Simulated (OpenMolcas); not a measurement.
**Pr2+: effect of the level shift or regulariser**

```yaml
Program: OpenMolcas
Basis: ANO-RCC-VQZP [9s8p6d4f3g2h]
Scalar_Hamiltonian: DKH2, point nucleus
Active_space: 3 electrons in 7 orbitals (4f)
State_averaging: 2S+1 = 4 odd, 35 roots; 2S+1 = 2 odd, 112 roots (105 in the spin-orbit step)
Spin-orbit_coupling: RASSI with atomic mean-field integrals over the reference wave functions, term energies averaged over their components
```

Methods on the same reference wave functions:
A. CASSCF
B. MS-CASPT2, IPEA 0.25 Eh, imaginary shift 0.1 Eh (closed shells correlated: 5s 5p)
C. MS-CASPT2, IPEA 0.25 Eh, sigma2 regulariser 0.3 Eh (closed shells correlated: 5s 5p)

Energies in cm-1 above 4f3 4I* 9/2, the measured ground level; measured values from Martin, Zalubas and Hagan, Atomic Energy Levels: The Rare-Earth Elements, NSRDS-NBS 60 (1978); the list in Maison, Palmeri and Quinet, J. Phys. B 58, 015001 (2025).

```
                Level      A      B      C  Measured
          4f3 4I* 9/2    0.0    0.0    0.0       0.0
         4f3 4I* 11/2   1471   1531   1523      1398
         4f3 4I* 13/2   3083   3170   3160      2893
         4f3 4I* 15/2   4803   4870   4860      4454
          4f3 4F* 3/2  13512  11420  11150      9371
       4f3 2H* 9/2(1)  13575   9990  10280     10033
          4f3 4F* 5/2  14296  12260  11990     10138
          4f3 4S* 3/2  15018  12830  12600     10950
          4f3 4F* 7/2  15073  12880  12670     10859
   4f3 4F* 9/2 [75 %]  15931  13600  13440     11762
      4f3 2H* 11/2(1)  16023  12360  12690     12495
       4f3 2G* 7/2(1)  18602  15010  15040          
         4f3 2K* 13/2  20424  17140  17250     16089
          4f3 4G* 5/2  20539  17630  17310     14187
4f3 2G* 9/2(1) [66 %]  20682  17220  17240          
          4f3 4G* 7/2  21645  18720  18410     15443
         4f3 2K* 15/2  22075  18790  18900     17642
          4f3 4G* 9/2  22830  19900  19600     15705
         4f3 4G* 11/2  23955  21050  20730     17410
          4f3 2P* 1/2  25335  20680  20410     18694
       4f3 2D* 5/2(1)  25548  21060  20860     19046
         4f3 2I* 11/2  32140  27270  27170     24358
         4f3 2L* 15/2  32769  28430  28420          
         4f3 2I* 13/2  33026  28240  28160     25392
```

Deviations, from unrounded energies. A percentage is the sum of absolute deviations over the sum of measured energies, with the sign that they share, or ± where signs differ.

```json
{"Against measurement": "mean absolute deviation (cm-1)", "Levels": "20", "A": "4600", "B": "1900", "C": "1700"}
{"Against measurement": "fine structure of the ground term (%)", "Levels": "3", "A": "+7.0", "B": "+9.4", "C": "+9.0"}
{"Against measurement": "other terms of the ground configuration (%)", "Levels": "17", "A": "+35.2", "B": "±14.1", "C": "+13.1"}
```

C lies closest to measurement on these levels and A furthest from it. The largest miss of C in the table is 4f3 4G* 9/2, by +3900 cm-1. The ranking rests on the paired levels alone, and a cruder setting can come out closer through cancelling errors.

Between B and C the level of the table that moves most is 4f3 2H* 11/2(1), by 330 cm-1 (lowest in B, highest in C). Moves below CASPT2's spread within the term are not significant.

The mean deviations of B to C differ by less than CASPT2's widest spread within a term (1600 cm-1), so their order carries little weight.

From A to B the spin-free energies of the other terms of 4f3 shown, above 4I*, scale by factors of 0.69 to 0.85.

The lowest spin-free term lies below A's lowest term by 0.328 hartree in B, 0.327 hartree in C.

CASPT2 breaks the degeneracy within a term, and the mean is taken; among the terms shown or strongly mixed into the levels shown the widest spread is 1600 cm-1 (4f3 2L*, B). High states are left out of the spin-orbit mixing, which shifts the levels that they would mix with. Some levels mix across a computed gap that differs much from the measured one, so their mixing is not that of the real levels. Without dynamic correlation excited terms often stand tens of per cent too high (terms of higher spin than the ground term too low), and those without a measured partner can miss by more than the paired ones (holds for A). Blocks of more than 70 roots (2S+1 = 2 odd) ran without multistate coupling (holds for B; C). The CASPT2 spread within a term exceeds the gap to the next term for 4f3 4S* and 4f3 4F*, 4f3 2I* and 4f3 2L*, so the order of their levels is uncertain, and so are names and mixing where such terms share a J (holds for B; C). Some terms miss by over 15 % even with CASPT2, which points to a basis or an active space too small for the shells correlated (holds for B; C). Measured partners are found by configuration, term and J. A level has none where our copy of the source lacks it or the pairing is in doubt (some pairs that miss far off the trend of their configuration count as doubtful), and it then counts in no deviation. Only configurations of the active space appear. Levels that lie high or do not pair safely by name in every column are left out.

A share in square brackets marks a mixed level and gives the weight of the term that names it, the lowest over the columns. A number in round brackets counts repeated terms of one configuration in the order of the reference energies. * marks odd parity.
